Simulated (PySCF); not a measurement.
**H₂B, SMILES `[BH2]` (charge 0, multiplicity 2)**

The numbers are results of PBE0-D4/def2-TZVP (PySCF), not measurements.

```
Item                                                           Value
-----------------------------  -------------------------------------
highest occupied spin orbital                               -6.16 eV
dipole moment                                                 0.50 D
total energy                                             -25.8948 Ha
cost                           about 9 core-seconds (a rough figure)
```

Bond lengths (Å): B1–H2 1.191, B1–H3 1.191. Bond angles (°): H2–B1–H3 129.5.
Charge 0, spin multiplicity 2.
